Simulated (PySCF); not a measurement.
Identify the unknown among the candidates.

All candidates are C5H13NSi3.

* Rotational structure: rotational constants A, B, C: 2.093, 0.398, 0.377 GHz [GFN2-xTB]
* 1H NMR: chemical shifts (computed TMS as zero) by class: 4.31 (2 H), 3.53 (3 H), 3.35 (2 H), 2.83 (1 H), 2.82 (2 H), 2.11 (2 H), 1.92 (1 H) ppm [GIAO PBE0/pcSseg-1]
* 13C NMR: chemical shifts (computed TMS as zero) by class: 129.0 (1 C), 30.2 (2 C), 18.9 (1 C), 15.7 (1 C) ppm [GIAO PBE0/pcSseg-1]
* NMR, other nuclei: isotropic shieldings of nuclei other than C and H, by class: -35 (1 N), 409 (1 Si), 466 (1 Si), 484 (1 Si) ppm [GIAO PBE0/pcSseg-1]
* Dipole: 4.18 D [PBE0/pcSseg-1]

Electronic properties: PySCF, gas phase, density fitting. Levels stand in brackets. Geometry: GFN2-xTB, one conformer, isolated molecule. Each NMR value is the plain mean over a class of atoms that symmetry, rotation or inversion makes alike.

Task: Which candidate is it?
A. `CC[Si@@H]1C[SiH2][C@H]1[SiH2]C#N`
B. `[SiH3]CC1=C[Si@H](N[SiH3])C=C1`
C. `C[C@@H]([SiH3])[Si@@H]1C[SiH2][C@H]1C#N`
D. `N#C[C@H]1C[C@@H]([SiH2][SiH2][SiH3])C1`
E. `C[C@@H]([SiH3])[Si@@H]1C[SiH2][C@@H]1C#N`

Result: D. It is `N#C[C@H]1C[C@@H]([SiH2][SiH2][SiH3])C1`. Numbering: `[N:1]#[C:2][C@H:3]1[CH2:4][C@@H:5]([SiH2:6][SiH2:7][SiH3:8])[CH2:9]1`. Its formula, C5H13NSi3, gives 3 degrees of unsaturation: 1 ring and 2 π bonds in the structure found. 5 carbons fall into 4 classes; from least to most shielded: nitrile carbon [C2] (129.0 ppm), four-membered-ring carbon [C4/C9] (30.2 ppm, 2 C, up to 2.2 ppm apart in this geometry), sp3 carbon next to a nitrile [C3] (18.9 ppm), ring sp3 carbon bound to silicon [C5] (15.7 ppm). Hydrogen classes from least to most shielded: 2 H on an SiH2 silicon, Si6 (4.31 ppm, a mean of values up to 0.5 ppm apart in this geometry), 3 H on an SiH3 silicon, Si8 (3.53 ppm), 2 H on an SiH2 silicon, Si7 (3.35 ppm), 1 H on an sp3 carbon next to a nitrile, C3 (2.83 ppm), 2 H on 2 four-membered-ring carbons, C4/C9 (2.82 ppm), 2 H on 2 four-membered-ring carbons, C4/C9 (2.11 ppm), 1 H on an sp3 carbon bound to silicon, C5 (1.92 ppm). The other shieldings belong to: -35 ppm, nitrile nitrogen [N1]; 409 ppm, SiH2 silicon [Si6]; 466 ppm, SiH3 silicon [Si8]; 484 ppm, SiH2 silicon [Si7]. The optimised geometry has point group C1 and is an asymmetric top.

The others, at the same levels:
- `[SiH3]CC1=C[Si@H](N[SiH3])C=C1` fails: it has 5 carbon classes against 4; its computed 13C shifts are 168.1 (1 C), 155.9 (1 C), 141.3 (1 C), 122.3 (1 C), 22.5 (1 C) ppm, 1H shifts are 6.89 (1 H), 6.29 (1 H), 5.39 (1 H), 5.17 (1 H), 4.84 (3 H), 3.90 (3 H), 2.34 (1 H), 1.92 (1 H), -0.14 (1 H) ppm and rotational constant A is 2.292 GHz (against 2.093 GHz).
- `CC[Si@@H]1C[SiH2][C@H]1[SiH2]C#N` fails: it has 5 carbon classes against 4; its computed 13C shifts are 125.4 (1 C), 13.2 (1 C), 9.3 (1 C), -3.8 (1 C), -7.5 (1 C) ppm, 1H shifts are 5.20 (1 H), 5.03 (1 H), 5.00 (1 H), 4.61 (1 H), 4.59 (1 H), 1.15 (3 H), 1.04 (1 H), 1.00 (1 H), 0.90 (1 H), 0.44 (1 H), 0.16 (1 H) ppm and rotational constant A is 1.207 GHz (against 2.093 GHz).
- `C[C@@H]([SiH3])[Si@@H]1C[SiH2][C@@H]1C#N` fails: it has 5 carbon classes against 4; its computed 13C shifts are 124.6 (1 C), 13.0 (1 C), 1.2 (1 C), -0.3 (1 C), -5.3 (1 C) ppm, 1H shifts are 5.22 (1 H), 5.05 (1 H), 5.01 (1 H), 4.24 (3 H), 1.84 (1 H), 1.32 (3 H), 0.82 (1 H), 0.65 (1 H), 0.62 (1 H) ppm and rotational constant A is 1.218 GHz (against 2.093 GHz).
- `C[C@@H]([SiH3])[Si@@H]1C[SiH2][C@H]1C#N` fails: it has 5 carbon classes against 4; its computed 13C shifts are 124.3 (1 C), 12.3 (1 C), 2.7 (1 C), 0.2 (1 C), -5.7 (1 C) ppm, 1H shifts are 5.32 (1 H), 5.02 (1 H), 4.95 (1 H), 3.93 (3 H), 1.62 (1 H), 1.25 (3 H), 0.88 (1 H), 0.62 (1 H), 0.52 (1 H) ppm and rotational constant A is 1.473 GHz (against 2.093 GHz).

Each candidate is one conformer, not necessarily the lowest. The conformers computed, where there is a choice (atom-mapped SMILES and torsion angles):
- `[N:1]#[C:2][C@H:3]1[CH2:4][C@@H:5]([SiH2:6][SiH2:7][SiH3:8])[CH2:9]1`: C4–C5–Si6–Si7 163°, C5–Si6–Si7–Si8 161°
- `[SiH3:1][CH2:2][C:3]1=[CH:4][Si@H:5]([NH:6][SiH3:7])[CH:8]=[CH:9]1`: Si1–C2–C3–C4 99°, C4–Si5–N6–Si7 172°
- `[CH3:1][CH2:2][Si@@H:3]1[CH2:4][SiH2:5][C@H:6]1[SiH2:7][C:8]#[N:9]`: C1–C2–Si3–C4 169°, Si5–C6–Si7–C8 57°
- `[CH3:1][C@@H:2]([SiH3:3])[Si@@H:4]1[CH2:5][SiH2:6][C@@H:7]1[C:8]#[N:9]`: C1–C2–Si4–C5 -87°
- `[CH3:1][C@@H:2]([SiH3:3])[Si@@H:4]1[CH2:5][SiH2:6][C@H:7]1[C:8]#[N:9]`: C1–C2–Si4–C5 -69°
